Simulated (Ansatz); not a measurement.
furan (C₄H₄O), singlet, geometry from GFN2-xTB. Base run: HF/3-21G (Ansatz, a first-principles code).

The Ansatz input:
Ansatz 0.2 input:
```yaml
crystal:
  periodic: [false, false, false]
  atoms:
    - {symbol: O, position_ang: [-0.00798452, -0.00251073, 1.15090764]}
    - {symbol: C, position_ang: [-0.00772947, 1.07855182, 0.35476202]}
    - {symbol: C, position_ang: [0.00283925, -1.08008955, 0.35012622]}
    - {symbol: C, position_ang: [0.00316098, 0.71058145, -0.95411083]}
    - {symbol: C, position_ang: [0.01009858, -0.70641198, -0.95715390]}
    - {symbol: H, position_ang: [-0.01572036, 2.03941226, 0.82982610]}
    - {symbol: H, position_ang: [0.00426721, -2.04301371, 0.82105887]}
    - {symbol: H, position_ang: [0.00592920, 1.35759045, -1.80703656]}
    - {symbol: H, position_ang: [0.01918407, -1.34969359, -1.81285061]}
basis:
  gaussian:
    orbitals: 3-21G.json
hamiltonian:
  xc: hf
```
The basis file holds 3-21G in the JSON format of the Basis Set Exchange.

Each row names what was changed in the base input (with any setting that the change needs).

| change | E (Eh) |
|---|---|
| base | -227.34616 |
| functional = pbe0; dispersion = d3bj | -228.48984 |
| functional = blyp; dispersion = d4 | -228.67827 |
| functional = wB97X-V | -228.67197 |
| functional = PBE0-DH | -228.42696 |
| functional = SVWN5 | -226.80714 |
| functional = PBE-QIDH | -228.29771 |
| functional = BHLYP | -228.60907 |
| functional = b3lyp5 | -228.61469 |
| functional = pbe0; dispersion = d4 | -228.48985 |
| functional = blyp | -228.66327 |
| functional = revpbe | -228.68033 |
| functional = B2PLYP | -228.43432 |

Totals shift with the method and basis; they matter in differences.
